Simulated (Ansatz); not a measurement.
Diatomic CF-, multiplicity 3 (lowest of 2S+1 = 1, 3, 5 at CCSD(T)/def2-TZVPP on PBE0 minima; our sources give no spin for the ground state, which may be another).

Seven points along R, fitted to fifth degree in 1/R; most abundant isotopes. In def2 and cc sets the state is the lowest found near the PBE0 minimum, followed along R.

Correlated levels freeze the cores.

Codes used: Ansatz (an electronic-structure program) with Gaussian orbitals. Values without a source in brackets are computed.

Energies at CCSD(T)/aug-cc-pVTZ:

```csv
R (Å),E (hartree)
1.331727,-137.62421531
1.367527,-137.62701956
1.400462,-137.62845347
1.437693,-137.62902346
1.474924,-137.62871187
1.517883,-137.62750966
1.568002,-137.62525922
```

### Question
With a reduced mass of 7.3546 u, find the minimum, the force constant and the constants.

### Answer
A fifth-degree polynomial in 1/R puts the minimum at r_e = 1.4417 Å with force constant 269 N/m. Then ω_e = (1/2πc)√(k/μ) = 787 cm⁻¹ and B_e = h/(8π²cμr_e²) = 1.103 cm⁻¹; the cubic and quartic terms give α_e = 0.020 and ω_e x_e = 9.4 cm⁻¹.
